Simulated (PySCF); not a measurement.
# Exercise with solution: dipole moment from atomic charges

ClF3H2OSi2, SMILES O([SiH2]Cl)[Si](F)(F)F. Atoms are numbered in the order given.

```xyz
9

Si     1.0757    -0.6719     0.4750
F      1.5001    -1.8215     1.4907
F      1.7006    -1.0101    -0.9499
F      1.7053     0.7024     0.9799
O     -0.5326    -0.5804     0.4018
Si    -1.8810     0.3041     0.0095
Cl    -1.3752     1.6797    -1.4330
H     -2.8917    -0.6280    -0.5387
H     -2.3482     1.0282     1.2149
```

Geometry optimised at PBE0-D3(BJ)/def2-SVP. The structure was generated by enumeration, and PubChem lists no compound with its InChIKey, so it may never have been made. One conformer was computed; it need not be the lowest.

Charges (e) from PBE/def2-TZVP (PySCF):

```tsv
atom	Mulliken	IAO
Si1	0.816	1.883
F2	-0.247	-0.497
F3	-0.249	-0.497
F4	-0.252	-0.499
O5	-0.254	-0.852
Si6	0.403	0.999
Cl7	-0.201	-0.293
H8	-0.007	-0.120
H9	-0.009	-0.124
```

The dipole moment of the full density is 1.98 D.

Question: What dipole moment does each set of point charges give, and which comes closer to that of the density?

Answer: 
μ = Σ q r, and 1 e Å = 4.8032 D.
Mulliken: Σ q r = (-0.651, -0.096, 0.192) e Å, |μ| = 3.29 D.
IAO: Σ q r = (-0.800, 0.046, 0.138) e Å, |μ| = 3.91 D.
Mulliken comes closer in size. Point charges leave out the atoms' own dipoles (lone pairs, polarised bonds); fits to the potential absorb them, partitions of the density don't.
